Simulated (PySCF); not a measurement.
PySCF 2.14 output of a UHF calculation on a single atom or ion in ANO-RCC-VTZP (7s6p4d2f1g, 68 functions), with scalar relativity by spin-free X2C-1e:

```
SCF conv_tol = 1e-09
number electrons alpha = 23  beta = 20
cycle= 1 E= -4527.62180641398  delta_E= -0.00755  |g|= 0.0359  |ddm|= 0.0556
cycle= 2 E= -4527.62217957395  delta_E= -0.000373  |g|= 0.00909  |ddm|= 0.0132
cycle= 3 E= -4527.62221296939  delta_E= -3.34e-05  |g|= 0.00207  |ddm|= 0.00603
cycle= 4 E= -4527.6222150849  delta_E= -2.12e-06  |g|= 0.000857  |ddm|= 0.00149
cycle= 5 E= -4527.62221598769  delta_E= -9.03e-07  |g|= 9.98e-05  |ddm|= 0.00169
cycle= 6 E= -4527.62221599881  delta_E= -1.11e-08  |g|= 1.95e-05  |ddm|= 0.000182
cycle= 7 E= -4527.62221599912  delta_E= -3.06e-10  |g|= 4.25e-06  |ddm|= 2.46e-05
converged SCF energy = -4527.62221599912  <S^2> = 3.7559924  2S+1 = 4.0029951
```

The run itself started from symmetry-adapted Hartree-Fock orbitals and held the occupation by maximum overlap, so the iterations belong to that start.

Task: Which element, charge and spin multiplicity is this?

Result: Ru⁺ (ruthenium, charge +1), multiplicity 4; the state was [Kr] 4d7, high-spin 4F determinant.
